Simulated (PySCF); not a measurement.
C2H7NZn. Atoms are numbered in the order given.

```xyz
11

Zn    -0.1346     0.1823     0.4123
C      0.8651    -1.1516    -0.6099
C      0.7576    -1.0252    -2.1359
H      0.5211    -2.1503    -0.2856
H      1.9229    -1.0911    -0.2966
H      1.1288    -0.0516    -2.4974
H     -0.2838    -1.1190    -2.4864
H      1.3423    -1.8043    -2.6580
N     -1.1150     1.4907     1.2464
H     -0.6067     2.1778     1.8029
H     -1.9165     1.1957     1.8038
```

The structure is a stationary point at B3LYP-D3(BJ)/def2-SVP. The structure was generated by enumeration; whether it is a known compound was not checked. Other conformers were not sampled.

The numbers are results of TDA-PBE/def2-SVPD in PySCF, not measurements.

Vertical excitations. The molecule is in vacuum.

Problem. Estimate the UV-visible absorptions. (Estimate from the structure and the level; the computed values follow.)

Solution. 
```json
[
 {"state": "S1", "energy (eV)": "4.70", "λ (nm)": "264", "f": "0.017", "main pairs": "HOMO→LUMO+1 67 %, HOMO→LUMO 30 %"},
 {"state": "S2", "energy (eV)": "4.70", "λ (nm)": "264", "f": "0.034", "main pairs": "HOMO→LUMO 59 %, HOMO→LUMO+1 33 %"},
 {"state": "S3", "energy (eV)": "5.42", "λ (nm)": "229", "f": "0.038", "main pairs": "HOMO→LUMO+2 78 %"},
 {"state": "S4", "energy (eV)": "5.87", "λ (nm)": "211", "f": "0.070", "main pairs": "HOMO→LUMO+3 57 %, HOMO−1→LUMO 40 %"},
 {"state": "S5", "energy (eV)": "5.89", "λ (nm)": "211", "f": "0.033", "main pairs": "HOMO−1→LUMO+1 98 %"},
 {"state": "S6", "energy (eV)": "5.98", "λ (nm)": "207", "f": "0.174", "main pairs": "HOMO−1→LUMO 44 %, HOMO→LUMO+3 37 %, HOMO−1→LUMO+2 9 %"},
 {"state": "S7", "energy (eV)": "6.19", "λ (nm)": "200", "f": "0.057", "main pairs": "HOMO−1→LUMO+2 85 %"},
 {"state": "S8", "energy (eV)": "6.74", "λ (nm)": "184", "f": "0.024", "main pairs": "HOMO→LUMO+4 97 %"},
 {"state": "S9", "energy (eV)": "6.87", "λ (nm)": "181", "f": "0.006", "main pairs": "HOMO−1→LUMO+3 98 %"},
 {"state": "S10", "energy (eV)": "7.14", "λ (nm)": "174", "f": "0.017", "main pairs": "HOMO→LUMO+5 93 %"},
 {"state": "T1", "energy (eV)": "4.23", "λ (nm)": "293", "f": "0", "main pairs": "HOMO→LUMO 96 %"},
 {"state": "T2", "energy (eV)": "4.63", "λ (nm)": "268", "f": "0", "main pairs": "HOMO→LUMO+1 100 %"},
 {"state": "T3", "energy (eV)": "4.72", "λ (nm)": "263", "f": "0", "main pairs": "HOMO→LUMO+2 95 %"},
 {"state": "T4", "energy (eV)": "5.22", "λ (nm)": "237", "f": "0", "main pairs": "HOMO−1→LUMO 98 %"}
]
```
Triplets are in the Tamm–Dancoff approximation.
